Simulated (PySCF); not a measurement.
# Orbital picture of TlB⁺

UHF at R = 3.094 Å; PySCF, scalar-relativistic core potentials, basis sets Tl aug-cc-pVDZ-PP with ECP60, B aug-cc-pVDZ. State: ²Σ⁺ (doublet), unpaired electrons σ ↑. Only the outer orbitals are listed, counted within each symmetry, core potentials removing the inner ones.

| spin | orbital | occ. | ε (eV) | on Tl (%) | main shells (%) |
| --- | --- | --- | --- | --- | --- |
| α | 1δ | 1 | -29.20 | 100 | 100 Tl d |
| α | 1δ | 1 | -29.20 | 100 | 100 Tl d |
| α | 4σ | 1 | -29.17 | 100 | 100 Tl d |
| α | 2π | 1 | -29.14 | 100 | 100 Tl d |
| α | 2π | 1 | -29.14 | 100 | 100 Tl d |
| α | 5σ | 1 | -20.44 | 14 | 84 B s, 14 Tl s |
| α | 6σ | 1 | -18.00 | 76 | 76 Tl s, 16 B s, 8 B p |
| α | 7σ | 1 | -13.49 | 18 | 83 B p, 9 Tl s, 8 Tl p |
| α | 3π | 0 | -4.64 | 72 | 72 Tl p, 27 B p |
| α | 3π | 0 | -4.64 | 72 | 72 Tl p, 27 B p |
| α | 4π | 0 | -3.16 | 33 | 68 B p, 28 Tl p |
| β | 1δ | 1 | -29.20 | 100 | 100 Tl d |
| β | 1δ | 1 | -29.20 | 100 | 100 Tl d |
| β | 2π | 1 | -29.11 | 100 | 100 Tl d |
| β | 2π | 1 | -29.11 | 100 | 100 Tl d |
| β | 4σ | 1 | -29.09 | 100 | 100 Tl d |
| β | 5σ | 1 | -18.71 | 54 | 53 Tl s, 44 B s |
| β | 6σ | 1 | -16.73 | 46 | 55 B s, 47 Tl s |
| β | 3π | 0 | -4.53 | 78 | 77 Tl p, 21 B p |
| β | 3π | 0 | -4.53 | 78 | 77 Tl p, 21 B p |
| β | 7σ | 0 | -4.04 | 74 | 73 Tl p, 21 B p |

Question: Which are the highest filled and the lowest empty level, where do they sit, and how wide is the gap?

Answer: Highest filled α 7σ at -13.49 eV (in %: 83 B p, 9 Tl s, 8 Tl p); lowest empty α 3π at -4.64 eV (in %: 72 Tl p, 27 B p); the gap at UHF is 8.85 eV.

```json
{"bond order (Mayer)": "0.07", "⟨S²⟩": "0.768", "charge on Tl (Mulliken, basis-dependent)": "0.93", "charge on Tl (Löwdin, basis-dependent)": "0.83", "dipole moment (positive dipole points towards B; it is taken about the centre of mass and depends on that origin)": "2.48 D", "polarisability along the bond": "79.5 bohr³", "polarisability across the bond": "39.1 bohr³"}
```

These are scalar-relativistic numbers at best; spin–orbit coupling would shift them, the dissociation energy most. The state was picked by a PBE0 search and need not be the measured ground state.
